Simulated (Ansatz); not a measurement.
trans-Zr(PH3)2Cl4 (ZrP₂H₆Cl₄), relaxed as a singlet with RKS PBE-D4/def2-SVP in Ansatz, starting from the GFN2-xTB geometry. Force threshold 0.02 eV/Å.

In the def2 sets Zr takes a core potential; there is no spin–orbit coupling.

Start:

```csv
atom,x (Å),y (Å),z (Å)
Cl1,0.961,1.040,1.911
Cl2,-0.795,-1.837,-1.102
Cl3,-2.118,0.756,0.641
Cl4,1.956,0.252,-1.242
P5,0.952,-1.883,1.711
P6,-0.907,1.820,-1.809
Zr7,0.022,0.026,0.014
H8,0.600,-1.820,3.053
H9,2.311,-1.746,1.963
H10,0.990,-3.280,1.672
H11,-1.525,2.996,-1.407
H12,-2.053,1.315,-2.414
H13,-0.395,2.360,-2.992
```

```json
{"step": "1", "energy (eV)": "-70004.1981", "largest force component (eV/Å)": "1.361", "SCF passes": "16"}
{"step": "2", "energy (eV)": "-70004.6258", "largest force component (eV/Å)": "0.666", "SCF passes": "25"}
{"step": "3", "energy (eV)": "-70004.7002", "largest force component (eV/Å)": "0.066", "SCF passes": "18"}
{"step": "4", "energy (eV)": "-70004.7003", "largest force component (eV/Å)": "0.183", "SCF passes": "20"}
{"step": "5", "energy (eV)": "-70004.7148", "largest force component (eV/Å)": "0.095", "SCF passes": "19"}
{"step": "6", "energy (eV)": "-70004.7301", "largest force component (eV/Å)": "0.039", "SCF passes": "19"}
{"step": "7", "energy (eV)": "-70004.7315", "largest force component (eV/Å)": "0.054", "SCF passes": "19"}
{"step": "8", "energy (eV)": "-70004.7466", "largest force component (eV/Å)": "0.230", "SCF passes": "24"}
{"step": "9", "energy (eV)": "-70004.7547", "largest force component (eV/Å)": "0.292", "SCF passes": "19"}
{"step": "10", "energy (eV)": "-70004.7684", "largest force component (eV/Å)": "0.512", "SCF passes": "19"}
{"step": "11", "energy (eV)": "-70004.7869", "largest force component (eV/Å)": "0.565", "SCF passes": "20"}
{"step": "13", "energy (eV)": "-70004.8541", "largest force component (eV/Å)": "0.376", "SCF passes": "24"}
{"step": "15", "energy (eV)": "-70004.9222", "largest force component (eV/Å)": "0.230", "SCF passes": "25"}
{"step": "17", "energy (eV)": "-70004.9674", "largest force component (eV/Å)": "0.433", "SCF passes": "20"}
{"step": "19", "energy (eV)": "-70005.0123", "largest force component (eV/Å)": "0.055", "SCF passes": "19"}
{"step": "21", "energy (eV)": "-70005.0238", "largest force component (eV/Å)": "0.088", "SCF passes": "19"}
{"step": "23", "energy (eV)": "-70005.0296", "largest force component (eV/Å)": "0.049", "SCF passes": "19"}
{"step": "25", "energy (eV)": "-70005.0374", "largest force component (eV/Å)": "0.050", "SCF passes": "18"}
{"step": "27", "energy (eV)": "-70005.0474", "largest force component (eV/Å)": "0.124", "SCF passes": "19"}
{"step": "29", "energy (eV)": "-70005.0518", "largest force component (eV/Å)": "0.028", "SCF passes": "19"}
{"step": "30", "energy (eV)": "-70005.0523", "largest force component (eV/Å)": "0.003", "SCF passes": "19"}
```

Force components are those of the run's own axes.

End:

```xyz
13

Cl   -0.1612    0.3685    3.3792
Cl   -2.1266   -0.9688    0.5762
Cl   -1.8906    2.6865    0.8886
Cl    1.6277    1.7125    0.4625
P     1.1342   -1.5420    0.7753
P    -0.6523    0.8246   -1.7777
Zr   -0.5145    0.7664    1.0705
H     0.7044   -2.7961    1.3106
H     2.4643   -1.5263    1.2988
H     1.4595   -2.0046   -0.5406
H    -0.1358    1.9501   -2.4922
H    -1.9250    0.7238   -2.4207
H     0.0157   -0.1946   -2.5304
```

By distances, no bond broke or formed. The bond that changes most is P5–Zr7, from 2.72 to 2.85 Å (atoms count from 1). The end is the same structure that another start reached.

No frequencies were taken in this run, so the end may be a saddle point.

It took 59 s on 4 threads of Arm Neoverse V2 on a shared host.
